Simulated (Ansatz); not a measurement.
C3H6ClFSi can be A, `C=C(CCl)[SiH2]F`, or B, `C=C[Si](C)(F)Cl`.

Program: Ansatz. Geometries: PBE0-D4/def2-TZVP. ΔE: electronic, gas phase. CCSD(T)/CBS is the MP2 limit (def2-TZVPP, def2-QZVPP) plus CCSD(T) − MP2 in def2-TZVPP, frozen cores. DFT in def2-TZVPP. B3LYP here is the variant with VWN-RPA as its local correlation; programs differ in this. One conformer a species, not always the lowest.

A:

```xyz
12

C     1.013    0.098    1.271
C     0.223    0.130    0.200
C     0.326    1.237   -0.794
Cl    0.404    0.588   -2.466
Si   -1.061   -1.198   -0.070
F    -1.282   -1.934    1.337
H     1.779    0.853    1.440
H     0.918   -0.675    2.025
H     1.215    1.849   -0.643
H    -0.558    1.876   -0.774
H    -0.627   -2.232   -1.035
H    -2.348   -0.592   -0.490
```

B:

```xyz
12

C    -1.524    1.174    0.294
C    -0.547    0.740    1.085
Si    0.798   -0.372    0.491
C     0.691   -0.819   -1.297
F     2.204    0.333    0.766
Cl    0.796   -2.078    1.634
H    -1.581    0.897   -0.755
H    -2.315    1.825    0.654
H    -0.547    1.047    2.130
H     0.739    0.075   -1.924
H     1.526   -1.470   -1.564
H    -0.237   -1.352   -1.514
```

Which is lower in electronic energy at CCSD(T)/CBS, and by how much? (An estimate is asked.)

Computed: B, by 220.1 kJ/mol.

Give E(B) − E(A) in kJ/mol with PBE-D4, B2PLYP, CCSD/def2-TZVPP, B3LYP, B3LYP-D4, ωB97M-V, CCSD(T)/def2-TZVPP. (Estimate.)

The calculation gave: PBE-D4 -213.4, B2PLYP -219.1, CCSD/def2-TZVPP -218.9, B3LYP -216.8, B3LYP-D4 -216.7, ωB97M-V -223.6, CCSD(T)/def2-TZVPP -217.0. None reverses the order clearly.

Largest T1 diagnostic: 0.011.

From PBE to PBE0 (25 % exact exchange), in def2-TZVPP and without D4, E(B) − E(A) moves by −5.8 kJ/mol.
